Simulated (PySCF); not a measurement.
Zr(Cl)3(SH) (Cl3HSZr), SMILES [Cl][Zr]([Cl])([Cl])[SH], multiplicity 1.

Geometry: B3LYP-D3(BJ)/def2-SVP. The spin state was assumed, not searched. The structure was generated by enumeration; whether it is a known compound was not checked. The def2 effective core potentials stand for the cores of Zr; spin–orbit coupling is left out. Other conformers were not sampled.

Two levels are set side by side: TDA-PBE/def2-SVPD (PySCF) and TDA-LC-ωPBE/def2-SVPD (PySCF). Vertical, same geometry. The lowest singlet is HOMO→LUMO 99 % with PBE and HOMO→LUMO 93 % with the other functional; states are paired by order. Differences are taken from unrounded values.

```tsv
quantity	TDA-LC-ωPBE
lowest singlet excitation (eV)	4.53
lowest triplet excitation (TDA) (eV)	4.36
```

Q: What does TDA-PBE give, and how far is it from TDA-LC-ωPBE? (An estimate is asked for; the answer gives what the named calculation found.)

A: 
```csv
quantity,TDA-PBE,TDA-PBE minus TDA-LC-ωPBE
lowest singlet excitation (eV),3.45,-1.08
lowest triplet excitation (TDA) (eV),3.32,-1.04
```

Functionals without exact exchange tend to place singlet excitations lower, as here. Differences between two approximate levels are no errors against the true value.

Rough cost on one machine, each run with all the roots and properties that it gave: TDA-LC-ωPBE against TDA-PBE about 3 times.
